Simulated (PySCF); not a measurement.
C₆H₁₂Si.
Bonds: C1–C2, C2–C3, C2–C4, C4–C5 (double), C5–Si6, Si6–C7, C4–C7. Hydrogens: H8, H9, H10 on C1; H11 on C2; H12, H13, H14 on C3; H15 on C5; H16, H17 on Si6; H18, H19 on C7.

NICS is the negative of the GIAO shielding at a point without a nucleus: at the ring centre (0) and 1 Å above and below it (1); zz is the component along the ring normal. Level: GIAO PBE0/pcSseg-1 (PySCF, non-relativistic, gas phase) on the GFN2-xTB geometry, one conformer.

Ring bond lengths (Å), with Mayer bond orders in brackets: C4–C5 1.341 (1.79), C5–Si6 1.881 (0.96), Si6–C7 1.927 (0.91), C7–C4 1.512 (0.99).

Question: Give the NICS values of each ring in ppm.

Answer: 
```json
{"ring": "C4–C5–Si6–C7", "type": "4-membered ring with Si; formal bonds 1 double, 3 single", "NICS(0)": "0.5", "NICS(1), two faces": "-2.4 / -2.4", "NICS(1)zz, two faces": "3.2 / 3.2", "rms pucker (Å)": "0.00", "centre to ring atoms, mean (Å)": "1.17"}
```

Question: What do they say, and how far can they be read as aromaticity?

Answer: 
- C4–C5–Si6–C7: mean NICS(1)zz 3.2 ppm, deshielded. Si6, C7 have four or more neighbours, and the NICS criterion for π rings isn't applied.

Question: At the first NICS(1) probe listed for ring C4–C5–Si6–C7, 1 Å off the ring, what do the in-plane components average?

Answer: The isotropic value is a third of the trace: (3 × -2.4 − (3.2))/2 = -5.2 ppm.

Question: What are the shieldings of the ring atoms and their hydrogens in the same run (means over atoms taken as equivalent)?

Answer: 
```csv
atoms,environment,σ isotropic (ppm),"principal values of the symmetric part, first atom (ppm)"
C4,fully substituted alkene carbon,3.5,"-130.4, 11.0, 130.0"
C5,alkene CH carbon,56.4,"-37.0, 61.4, 144.9"
Si6,SiH2 silicon,401.2,"366.4, 402.6, 434.6"
C7,sp3 carbon bound to silicon,173.3,"159.0, 172.1, 188.8"
H15,vinylic hydrogen,25.99,"24.4, 25.1, 28.5"
H16 (×2),Si–H hydrogen,26.89,"23.9, 24.9, 31.8"
H18 (×2),methylene hydrogen,29.96,"26.0, 29.0, 34.9"
```

On one thread of an Arm Neoverse N1, shared host with 64 logical CPUs at a one-minute load of 50, this took 60 s of wall time (grids of density and orbitals included) and 0.85 GiB of memory at its peak. This is the whole shielding run at PBE0/pcSseg-1, SCF included.

Shape of the structure used: `[CH3:1][CH:2]([CH3:3])[C:4]1=[CH:5][SiH2:6][CH2:7]1`: C1–C2–C4–C5 119°.
